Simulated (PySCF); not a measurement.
H₅Sn, charge -1. Atoms are numbered in the order given.

```xyz
6

Sn     0.0000     0.0000     0.0000
H      0.0000     0.0000     1.8820
H      0.0000     0.0000    -1.8820
H      1.7736     0.0000     0.0000
H     -0.8868     1.5360     0.0000
H     -0.8868    -1.5360     0.0000
```
Charge -1, spin multiplicity 1.

Coordinates come from a B3LYP-D3(BJ)/def2-TZVPD optimisation. The def2 effective core potentials stand for the cores of Sn; spin–orbit coupling is left out.

The numbers are results of PBE/def2-TZVPD (PySCF), not measurements.

Symmetry labels are those of the subgroup C2v that the program uses (full group D3h).

Problem. List the valence orbital energies around the gap with their symmetry. (An estimate is asked for; the answer gives what the named calculation found.)

Solution. 
| orbital | symmetry | energy (eV) |
|---|---|---|
| HOMO−7 | A1 | -19.66 |
| HOMO−6 | A2 | -19.60 |
| HOMO−5 | B2 | -19.60 |
| HOMO−4 | A1 | -7.20 |
| HOMO−3 | B1 | -2.58 |
| HOMO−2 | A1 | -2.58 |
| HOMO−1 | B2 | -2.16 |
| HOMO | A1 | 0.58 |
| LUMO | A1 | 3.16 |
| LUMO+1 | B1 | 4.41 |
| LUMO+2 | A1 | 4.41 |
| LUMO+3 | B2 | 5.12 |
